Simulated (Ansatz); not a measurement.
Input for Ansatz (a quantum-chemistry and plane-wave program): R-CCSD(T)/aug-cc-pVTZ on CH4O2 (a complex), monomers drawn apart or pushed together.

Ansatz 0.2 input:
```yaml
crystal:
  periodic: [false, false, false]
  atoms:
    - {symbol: O, position_ang: [0.27470414, -0.11455422, 0.53960396]}
    - {symbol: H, position_ang: [-0.46269598, -0.44100008, 1.07826482]}
    - {symbol: H, position_ang: [-0.04261553, -0.11150345, -0.36776118]}
    - {symbol: C, position_ang: [-0.44837687, -0.37856800, 3.86248486]}
    - {symbol: O, position_ang: [-1.32731209, -0.80266557, 3.15709023]}
    - {symbol: H, position_ang: [0.47182051, 0.05891411, 3.43991220]}
    - {symbol: H, position_ang: [-0.53088711, -0.41172911, 4.96356848]}
basis:
  gaussian:
    orbitals: aug-cc-pVTZ
magnetization: {spin_polarized: false}
correlation: {method: ccsd_t, electrons: outside_noble_gas}
scf: {lower_state_search: off}
```

Task: What total energy does the run end on?

Result: -190.6927 hartree (reference determinant -189.9800, T1 diagnostic 0.014).

Task: How many basis functions does it have, and what does it roughly cost on one machine?

Result: 230 functions; very roughly 4 core-minutes.
